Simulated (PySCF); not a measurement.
1,3-dithiane (C4H8S2), SMILES C1CSCSC1.

Geometry optimised at PBE-D3(BJ)/def2-SVP. The values are those of a single conformer.

Two levels are set side by side: PBE/def2-TZVP (PySCF) and PBE0/def2-TZVP (PySCF). Same geometry, gas phase. Differences are taken from unrounded values.

```tsv
quantity	PBE
orbital gap (eV)	4.39
highest occupied level (eV)	-5.08
lowest empty level (eV)	-0.69
dipole moment (D)	2.09
mean polarisability (bohr³)	85.8
```

Task: These are the PBE values. What does PBE0 give? (Estimate from the structure and the level; the computed values follow.)

Result: 
```csv
quantity,PBE0,PBE minus PBE0
orbital gap (eV),6.56,-2.17
highest occupied level (eV),-6.27,1.19
lowest empty level (eV),0.29,-0.98
dipole moment (D),2.18,-0.09
mean polarisability (bohr³),83.2,2.6
```

Without exact exchange PBE keeps part of each electron's self-repulsion, which lifts occupied levels and narrows the gap. PBE's more diffuse valence density responds more strongly to a field. Differences between two approximate levels are no errors against the true value.

Rough cost on one machine, each run with all the roots and properties that it gave: PBE0 against PBE within a factor of 2.
